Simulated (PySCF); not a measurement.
**Electron correlation in Yb⁺ (ytterbium, charge +1)**

[Xe] 4f14 6s1, 2S determinant. All numbers are calculated (PySCF 2.14, the spin-free X2C one-electron Hamiltonian (Gaussian nucleus), in cc-pVDZ-X2C (8s7p5d3f1g, 84 functions)). Frozen: [Kr] 4d10; 23 electrons correlated.

```tsv
level	correlation energy (mhartree)
CCSD	-896.39
(T)	-31.45
CCSD(T)	-927.84
```

Diagnostics: T1 = 0.017, D1 = 0.0438, largest double amplitude 0.021.

Cost of the coupled-cluster step: about 90 core-seconds, for 23 correlated electrons.

Iterations:

```
CC2 = 0
CCSD nocc = (np.int64(12), np.int64(11)), nmo = (61, 61)
frozen orbitals [[0, 1, 2, 3, 4, 5, 6, 7, 8, 9, 10, 11, 12, 13, 14, 15, 16, 17, 18, 19, 20, 21, 22], [0, 1, 2, 3, 4, 5, 6, 7, 8, 9, 10, 11, 12, 13, 14, 15, 16, 17, 18, 19, 20, 21, 22]]
max_cycle = 100
direct = 0
conv_tol = 1e-08
conv_tol_normt = 1e-06
diis_space = 8
diis_start_cycle = 0
Init t2, MP2 energy = -1.08993469666692
Init E_corr(UCCSD) = -1.08993469666694
cycle = 1  E_corr(UCCSD) = -0.807455400960982  dE = 0.282479296  norm(t1,t2) = 0.197124
cycle = 2  E_corr(UCCSD) = -0.936558784853414  dE = -0.129103384  norm(t1,t2) = 0.136495
cycle = 3  E_corr(UCCSD) = -0.902302745951046  dE = 0.0342560389  norm(t1,t2) = 0.12673
cycle = 4  E_corr(UCCSD) = -0.894796058936305  dE = 0.00750668701  norm(t1,t2) = 0.0134676
cycle = 5  E_corr(UCCSD) = -0.896082765423469  dE = -0.00128670649  norm(t1,t2) = 0.00418263
cycle = 6  E_corr(UCCSD) = -0.896420548544531  dE = -0.000337783121  norm(t1,t2) = 0.00100922
cycle = 7  E_corr(UCCSD) = -0.896434777968587  dE = -1.42294241e-05  norm(t1,t2) = 0.000297928
cycle = 8  E_corr(UCCSD) = -0.896402800339382  dE = 3.19776292e-05  norm(t1,t2) = 0.000193171
cycle = 9  E_corr(UCCSD) = -0.896389041189456  dE = 1.37591499e-05  norm(t1,t2) = 6.87492e-05
cycle = 10  E_corr(UCCSD) = -0.896392767773784  dE = -3.72658433e-06  norm(t1,t2) = 2.76498e-05
cycle = 11  E_corr(UCCSD) = -0.896392108729959  dE = 6.59043825e-07  norm(t1,t2) = 8.1825e-06
cycle = 12  E_corr(UCCSD) = -0.896393107545376  dE = -9.98815417e-07  norm(t1,t2) = 3.45521e-06
cycle = 13  E_corr(UCCSD) = -0.896393064886674  dE = 4.26587026e-08  norm(t1,t2) = 1.50403e-06
cycle = 14  E_corr(UCCSD) = -0.896392949630224  dE = 1.1525645e-07  norm(t1,t2) = 5.33483e-07
cycle = 15  E_corr(UCCSD) = -0.896393003987942  dE = -5.43577174e-08  norm(t1,t2) = 1.77717e-07
cycle = 16  E_corr(UCCSD) = -0.896393006707548  dE = -2.7196061e-09  norm(t1,t2) = 7.15803e-08
UCCSD converged
E(UCCSD) = -14055.15739940242  E_corr = -0.8963930067075477
UCCSD(T) correction = -0.0314493628729977
```
